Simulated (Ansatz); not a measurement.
Input for Ansatz (development build ahead of 0.2.0):

```yaml
crystal:
  periodic: [false, false, false]
  atoms:
    - { symbol: H, position_ang: [1.62, 0.0, 0.0] }
    - { symbol: H, position_ang: [1.31061, 0.95221, 0.0] }
    - { symbol: H, position_ang: [0.50061, 1.54071, 0.0] }
    - { symbol: H, position_ang: [-0.50061, 1.54071, 0.0] }
    - { symbol: H, position_ang: [-1.31061, 0.95221, 0.0] }
    - { symbol: H, position_ang: [-1.62, 0.0, 0.0] }
    - { symbol: H, position_ang: [-1.31061, -0.95221, 0.0] }
    - { symbol: H, position_ang: [-0.50061, -1.54071, 0.0] }
    - { symbol: H, position_ang: [0.50061, -1.54071, 0.0] }
    - { symbol: H, position_ang: [1.31123, -0.95031, 0.0] }
basis:
  gaussian: { orbitals: cc-pVDZ }
hamiltonian:
  xc: hf
correlation:
  method: mp2
  frozen_orbitals: { H: 0 }
```

The input is written out in the form of the current development build from the run's settings.

The run gave:

```json
{
 "Converged": "yes",
 "Reference energy": "-5.39341 hartree",
 "Correlation energy": "-0.19834 hartree",
 "Total energy": "-5.59175 hartree",
 "Spin squared of the determinant": "0.000"
}
```

Caution: bonds are stretched, where a single reference can fail; stretched shape with no unrestricted run beside it, a lower state can exist.
